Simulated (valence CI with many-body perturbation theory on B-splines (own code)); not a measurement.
The numbers below are computed, except where a source is named.
**Tl⁷⁴⁺: what the settings do**

Method: configuration interaction combined with many-body perturbation theory (CI+MBPT): five valence electrons over a frozen Dirac-Fock core [He], a basis of 6 s, 6 p, 5 d, 3 f, 1 g functions for each j, with the one-electron correlation potential Σ1, the two-electron term Σ2, the three-electron term Σ3, Breit, model QED; selected CI, second order for the rest, scaled by the run's own slope (own B-spline code, finite nucleus).

No measured spectrum was set against this ion. As an estimate, large intervals hold to a few tenths of a per cent, small ones and those within an open d or f shell to about a per cent. Among the levels kept, up to 1800 cm⁻¹ of a level comes from second order outside the variational space, and about a tenth of that is noise between levels of different J, which matters for small intervals.

The reference run has the lowest level (2s^2 2p1/2^2 2p3/2) J=3/2 and an ionisation energy of 20214.9 eV. Its largest variational space holds 10000 state functions.

Levels are named by their leading jj configuration (3d3/2^4 stands for four electrons in 3d with j = 3/2), which in mixed levels can hold well under half, so a name can repeat and another be missing. Letters in brackets count levels of one name in rising energy.

Changed runs:
A. QED terms on → off
B. hole-hole ladder in Σ2 on → off
C. size limit of the variational space 10000 → 3000; scale of Σ1 1 → 0; scale of Σ2 1 → 0; three-electron term on → off; second order for the rest on → off
D. scale of Σ1 1 → -1 (bad on purpose)

Excitation energies of the reference run in Ry, and shifts in cm⁻¹:

```tsv
Level	Reference	A	B	C	D
(2s^2 2p1/2 2p3/2^2) J=3/2	156.21	-18472	-63	+1137	-4646
(2s^2 2p1/2 2p3/2^2) J=5/2	157.90	-18487	-63	-1753	-4645
(2s^2 2p1/2 2p3/2^2) J=1/2	162.44	-18213	+29	-2983	-4665
(2s 2p1/2^2 2p3/2^2) J=5/2	185.72	+182993	-235	+6562	+1850
(2s 2p1/2^2 2p3/2^2) J=1/2	194.61	+183426	-139	+5090	+1824
(2s 2p1/2^2 2p3/2^2) J=3/2	194.69	+183707	-235	+12319	+1841
(2s^2 2p3/2^3) J=3/2	319.07	-34647	-33	-2955	-9263
(2s 2p1/2 2p3/2^3) J=3/2 [a]	344.30	+165206	-254	+2684	-2804
(2s 2p1/2 2p3/2^3) J=5/2	347.46	+165261	-254	+5295	-2795
(2s 2p1/2 2p3/2^3) J=1/2	353.16	+165817	-253	+3910	-2806
(2s 2p1/2 2p3/2^3) J=3/2 [b]	353.65	+165826	-254	+6842	-2802
(2p1/2^2 2p3/2^3) J=3/2	386.20	+364917	-162	+15176	+3598
Ionisation energy (eV)	20214.9	+3.6	+0.0001	-0.8	-0.6
```
